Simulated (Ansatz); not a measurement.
A run of Ansatz (development build ahead of 0.2.0) on singlet Li₆ at this shape:

```csv
atom,x (Å),y (Å),z (Å)
Li,-1.3000,-2.2517,0.0000
Li,2.6000,0.0000,0.0000
Li,-1.3000,2.2517,0.0000
Li,1.3000,2.2517,0.0000
Li,1.3000,-2.2517,0.0000
Li,-2.6000,0.0000,0.0000
```

Its results:

```yaml
Converged: yes
Reference_energy: -44.57354 hartree
Correlation_energy: -0.07732 hartree
Total_energy: -44.65086 hartree
```

Forces (eV/Å):
```tsv
atom	Fx	Fy	Fz
Li1	-0.253	-0.439	0.000
Li2	0.507	0.000	0.000
Li3	-0.253	0.439	0.000
Li4	0.253	0.439	0.000
Li5	0.253	-0.439	0.000
Li6	-0.507	0.000	0.000
```

(1) Which input gives this output? Name the method, the orbitals and the basis set, and write the input.

## Answers

(1) RHF-MP2 in 6-31G. An unrestricted run that stays on the closed shell gives the same numbers.

```yaml
crystal:
  periodic: [false, false, false]
  atoms:
    - { symbol: Li, position_ang: [-1.3, -2.25167, 0.0] }
    - { symbol: Li, position_ang: [2.6, 0.0, 0.0] }
    - { symbol: Li, position_ang: [-1.3, 2.25167, 0.0] }
    - { symbol: Li, position_ang: [1.3, 2.25167, 0.0] }
    - { symbol: Li, position_ang: [1.3, -2.25167, 0.0] }
    - { symbol: Li, position_ang: [-2.6, 0.0, 0.0] }
basis:
  gaussian: { orbitals: "6-31G" }
hamiltonian:
  xc: hf
correlation:
  method: mp2
  frozen_orbitals: { Li: 0 }
output:
  forces: true
```
